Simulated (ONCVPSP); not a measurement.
## Configuration tests for Zr (ONCV)

Zr, optimised norm-conserving Vanderbilt (ONCV), made with ONCVPSP 4.0.1 (PBE, scalar-relativistic). Core [Ar] 3d10, reference 4s2 4p6 4d2 5s0.5 (charge +1.5). Waves: 4s+5s: rc 1.90 bohr, ncon 4, nbas 9, qcut 8.4 1/bohr, 2 projectors; 4p: rc 2.10 bohr, ncon 4, nbas 9, qcut 6.1 1/bohr, 2 projectors, debl 1 Ha; 4d: rc 2.75 bohr, ncon 4, nbas 8, qcut 6.1 1/bohr, 2 projectors, debl 3.6 Ha. Local part: polynomial inside 1.70 bohr (lpopt 5, dvloc0 3 Ha). Core correction: Teter function, fcfact 6, rcfact 1.

In the p channel the program set the typed energies aside and used -1.577, 0.250 Ha.

Energies are relative to the spin-unpolarised reference configuration 4s2 4p6 4d2 5s0.5; without spin polarisation the order of configurations can differ from experiment.

| valence configuration | charge | ΔE all-electron (eV) | error AE − PS (meV) |
| --- | --- | --- | --- |
| 4s2 4p6 4d2 5s1 | +1 | -5.709 | +0.5 |
| 4s2 4p6 4d2 5s0 | +2 | 7.232 | -1.2 |
| 4s2 4p6 4d3 5s0 | +1 | -5.325 | +4.2 |

Q: What are ΔE and the potential's error for 4s2 4p6 4d2 5s2?

A: ΔE = -12.846 eV all-electron; the error (AE − PS) is +0.8 meV.

Levels in the configuration 4s2 4p6 4d2 5s1:

| level | all-electron (eV) | pseudo (eV) |
| --- | --- | --- |
| 4s | -61.180 | -61.170 |
| 4p | -39.141 | -39.135 |
| 4d | -9.983 | -9.981 |
| 5s | -9.945 | -9.944 |
